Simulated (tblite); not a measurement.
CH₈NSi₂ (doublet state).
Z-matrix (Å and degrees, GFN2-xTB geometry), rows numbered from 1:
```
C 
Si  1  1.8299
N   2  1.7327  1  117.17
Si  2  2.3378  1  110.21  3   118.70
H   1  1.0771  2  121.87  3   172.40
H   1  1.0783  2  122.71  3   -24.23
H   2  1.4714  1  110.98  3  -118.20
H   3  1.0074  2  117.57  1   -64.74
H   3  1.0072  2  118.87  1    70.18
H   4  1.4649  2  109.60  1    55.78
H   4  1.4673  2  112.84  1   -63.06
H   4  1.4645  2  113.73  1   175.52
```

All values are computed: GFN2-xTB (tblite) harmonic vibrations without scaling, gas phase. Errors from tens to a few hundred cm⁻¹ against measured bands are possible. Modes of hydrogen on silicon can be 10 to 20 % off. One conformer, not necessarily the lowest. Open shells enter through the occupations alone, without spin polarisation, and single modes of such species can be off by tens of per cent.

Harmonic wavenumbers (cm⁻¹): 42.7, 122.8, 148.4, 169.0, 209.1, 224.8, 405.6, 415.3, 426.9, 532.2, 553.7, 584.4, 642.5, 727.8, 769.6, 801.5, 809.4, 813.2, 832.5, 918.0, 1410.6, 1543.9, 2153.6, 2218.9, 2240.1, 2241.4, 3074.5, 3111.6, 3474.1, 3504.1.

A = 5449, B = 2922, C = 2149 MHz; mass 90.020 u (most abundant isotopes); point group C1, symmetry number 1; spin multiplicity 2.

**Question.** What is the zero-point energy?

**Answer.** Half the sum of the wavenumbers: 17561 cm⁻¹ = 50.21 kcal/mol.

**Question.** Entropy at 273.15 K, 1 bar (ideal gas, RRHO, classical rotation)?

**Answer.** Translation 39.00, rotation 26.38, vibration 21.36, spin (R ln 2) 1.38: S = 88.1 cal/(mol K).

**Question.** And Cp and H(273.15 K) − H(0)?

**Answer.** Cp = 30.90 cal/(mol K), of which vibrations give 22.95 (their classical limit is 30 R = 59.6); H(273.15 K) − H(0) = 5.34 kcal/mol without the zero-point energy, 3.17 from vibrations.

**Question.** What must be added to the electronic energy to get the Gibbs energy at 273.15 K and 1 bar?

**Answer.** ZPE + [H(273.15 K) − H(0)] − T·S = 50.21 + 5.34 − 24.07 = 31.48 kcal/mol.

**Question.** Which modes carry the vibrational entropy at 273.15 K?

**Answer.** 42.7 cm⁻¹: 4.96; 122.8 cm⁻¹: 2.89; 148.4 cm⁻¹: 2.53; 169.0 cm⁻¹: 2.28; 209.1 cm⁻¹: 1.89; 224.8 cm⁻¹: 1.76 cal/(mol K); the other 24 give 5.06 together.

Hindered rotation and anharmonicity are outside this model. Other conformers, if any are populated, would add a mixing term that is left out. The structure is chiral; the term R ln 2 for an equal mix with its mirror image is left out.

Time: 0.17 s of wall time. Hardware: AMD EPYC 9R45, one thread (shared host). The figure is for the frequency step alone.
